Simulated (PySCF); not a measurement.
neopentane (C₅H₁₂), SMILES CC(C)(C)C. The structure is a stationary point at r2SCAN-D4/def2-SVP.

The numbers are results of r2SCAN-D4/def2-SVP (PySCF), not measurements.

Harmonic wavenumbers (cm⁻¹): 206, 290, 290, 290, 330, 330, 415, 415, 415, 743, 935, 935, 935, 942, 942, 942, 1071, 1071, 1266, 1266, 1266, 1370, 1370, 1370, 1407, 1448, 1448, 1448, 1458, 1458, 1488, 1488, 1488, 3015, 3015, 3015, 3024, 3112, 3112, 3112, 3112, 3112, 3117, 3117, 3117. Rotational constants (GHz): 4.432, 4.432, 4.432; symmetry number 12.

### Question
Work out the zero-point energy and the ideal-gas rigid-rotor harmonic-oscillator thermochemistry at 298.15 K and 1 atm.

### Answer
ZPE = ½ Σ hcν = ½ × 69517 cm⁻¹ = 415.80 kJ/mol. H − E(el) = 436.35 kJ/mol. Entropy in J/(mol K): translation 162.11, rotation 86.93, vibration 55.01, total 304.05. G − E(el) = 345.70 kJ/mol. Cp = 117.53 J/(mol K).
